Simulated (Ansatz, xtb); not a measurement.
## CH9BSi2: which of two isomers lies lower

Structure X: `BC([SiH3])[SiH3]`, a singlet. Structure Y: `BC[SiH2][SiH3]`, a singlet. Both are isolated molecules in the gas phase, relaxed with PBE-D3(BJ)/def2-SVP; the shapes shown needn't be the lowest conformers.

X (Å):

| atom | x (Å) | y (Å) | z (Å) |
| --- | --- | --- | --- |
| C | -0.4323 | -1.6906 | -0.0012 |
| B | -1.0304 | -1.6444 | 1.4221 |
| Si | -1.2784 | -0.3582 | -1.0718 |
| Si | 1.4242 | -1.2636 | 0.0908 |
| H | -0.5456 | -2.6748 | -0.5050 |
| H | -0.9652 | -0.6143 | 2.0751 |
| H | -1.5720 | -2.6144 | 1.9214 |
| H | -2.7654 | -0.5814 | -1.1249 |
| H | -1.0113 | 1.0070 | -0.5035 |
| H | -0.7400 | -0.4266 | -2.4764 |
| H | 1.6077 | 0.1287 | 0.6251 |
| H | 2.0286 | -1.3520 | -1.2856 |
| H | 2.1498 | -2.2294 | 0.9877 |

Y (Å):

```xyz
13

C    -0.8138   -2.3484    1.4738
B     0.6764   -2.0863    1.1866
Si   -1.5959   -0.6631    0.9495
Si   -3.9201   -0.7907    1.2940
H     1.1401   -2.2993    0.0798
H     1.3891   -1.5759    2.0333
H    -1.0962   -2.4720    2.5392
H    -1.3138   -3.1035    0.8336
H    -1.3129   -0.3776   -0.5014
H    -1.0225    0.4632    1.7676
H    -4.2002   -1.0702    2.7473
H    -4.6002    0.4943    0.9034
H    -4.4911   -1.9159    0.4717
```

Quicker runs give these differences E(Y) − E(X): GFN2-xTB +0.292 eV; HF/STO-3G −0.151 eV (at GFN2-xTB geometries); r2SCAN-D4/def2-SVP +0.071 eV (at GFN2-xTB geometries).

Question: Estimate which is lower in electronic energy at CCSD(T)/def2-SVP + ΔMP2/def2-TZVPP, and by roughly how much.

Answer: The CCSD(T)/def2-SVP + ΔMP2/def2-TZVPP calculation puts structure X lower, by 0.132 eV.

Level by level:

```
                             level             geometry  E(Y) − E(X) (eV)  departure from the last row (eV)  job, with rough time for the two
                          GFN2-xTB             GFN2-xTB              +0.292                            +0.160               optimisation, 3.3 s
                         HF/STO-3G             GFN2-xTB              −0.151                            −0.283               single point, 2.4 s
                r2SCAN-D4/def2-SVP             GFN2-xTB              +0.071                            −0.061               single point, 9.6 s
               PBE-D3(BJ)/def2-SVP  PBE-D3(BJ)/def2-SVP              −0.048                            −0.180             optimisation, 2.6 min
                       HF/def2-SVP  PBE-D3(BJ)/def2-SVP              +0.148                            +0.015           part of the CCSD(T) run
                      MP2/def2-SVP  PBE-D3(BJ)/def2-SVP              +0.174                            +0.042           part of the CCSD(T) run
                  CCSD(T)/def2-SVP  PBE-D3(BJ)/def2-SVP              +0.118                            −0.014                      single point
CCSD(T)/def2-SVP + ΔMP2/def2-TZVPP  PBE-D3(BJ)/def2-SVP              +0.132                                                  single point, 46 s
```

As drawn, Y has 1 Si–Si, 1 C–H in place of 1 C–Si, 1 Si–H.

HF/STO-3G, PBE-D3(BJ)/def2-SVP put the two in the other order. The largest departure from CCSD(T)/def2-SVP + ΔMP2/def2-TZVPP is that of HF/STO-3G, 0.283 eV. The last row adds to CCSD(T) the change of the MP2 difference between the two basis sets, here +0.014 eV.

With harmonic frequencies from PBE-D3(BJ)/def2-SVP (ideal gas, rigid rotor, one conformer each, 298.15 K, 1 atm): on the last row, ΔE + ΔZPE = +0.175 eV. A mode under 50 cm⁻¹ makes harmonic enthalpies and free energies unreliable, so none is given.

The correlated steps freeze 12 core orbitals. Run with Ansatz 0.2.0, xtb 6.7.1; the last row on 2 threads of Intel(R) Xeon(R) Processor @ 2.50GHz (Skylake/Cascade Lake) on a shared host.
